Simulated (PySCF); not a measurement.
# Cl²⁺ (chlorine, charge +2) across methods

[Ne] 3s1 3p3 3d1, high-spin 6D determinant (an excited configuration). Computed with PySCF 2.14 in aug-cc-pV(T+d)Z with one added diffuse shell each of s, p, d, f type (7s6p5d3f, 71 functions), with no relativity, point nucleus.

| method | E (hartree) | mean ε 3s α (eV) | mean ε 3p α (eV) | mean ε 3d α (eV) | Σ⟨r²⟩ (bohr²) | ⟨S²⟩ |
| --- | --- | --- | --- | --- | --- | --- |
| MN15 | -457.7441 | -51.348 | -38.102 | -18.413 | 17.23 | 8.750 |
| r2SCAN | -457.8421 | -50.330 | -36.257 | -17.106 | 17.20 | 8.750 |
| r2SCAN0 | -457.8414 | -53.051 | -38.085 | -18.429 | 17.16 | 8.750 |
| UHF | -457.34450 | -60.976 | -43.211 | -22.200 | 17.18 | 8.750 |
| PBE | -457.6570 | -48.863 | -35.502 | -17.003 | 17.30 | 8.750 |
| PBE0 | -457.7026 | -52.054 | -37.573 | -18.368 | 17.22 | 8.750 |
| LDA | -456.3265 | -48.660 | -35.459 | -16.885 | 17.36 | 8.750 |
| wB97X-V | -457.7638 | -54.544 | -39.970 | -20.673 | 17.28 | 8.750 |
| TPSS | -457.8669 | -49.253 | -35.634 | -17.049 | 17.24 | 8.750 |

The outer electron is Rydberg-like, and this basis confines it to a smaller radius and binds it less than a complete one would.
